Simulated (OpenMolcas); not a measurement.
Fe4+ among 8 point charges of -1.6 e arranged as a cube (Oh).

| Item | Value |
| --- | --- |
| Program | OpenMolcas 26.06 |
| Method | CASSCF |
| Basis | ANO-RCC-VDZP [5s4p2d1f] |
| Scalar Hamiltonian | DKH2, point nucleus |
| Active space | 4 electrons in 5 orbitals (3d) |
| State averaging | 2S+1 = 5 even, 5 roots; 2S+1 = 3 even, 45 roots; 2S+1 = 1 even, 50 roots |
| Spin-orbit coupling | RASSI with atomic mean-field integrals over the reference wave functions |

All point charges move together. At R = 1.67 Å the first state of the same spin is 3672 cm-1, and at R = 1.79 Å it is 2611 cm-1.

Q: A third run gives 1590 cm-1. What distance was it run at?

A: With a power law R^-n the two known points give n = -ln(2611 / 3672) / ln(1.79 / 1.67) = 4.91. Then R = 1.67 × (3672 / 1590)^(1/4.91) = 1.980 Å. The run was at 1.98 Å, so the estimate is off by 0 Å.

An orbital triplet at a regular site is open to Jahn-Teller coupling, which can distort the site and quench the lowest spin-orbit gaps and is left out. Without dynamic correlation the repulsion within the d shell is too large (B by tens of per cent), so at a given field states of lower spin stand too high. Point charges give a weaker field than real ligands, and real ions of this kind are often low spin; the high spin found here belongs to the model. The ground term spreads over less than 5000 cm-1, several times less than with real ligands, so orbital moments are less quenched and χT lies further from the spin-only value than at real sites. Point charges carry no covalency, so the field is a model and not that of real ligands. No measured value stands beside these numbers.
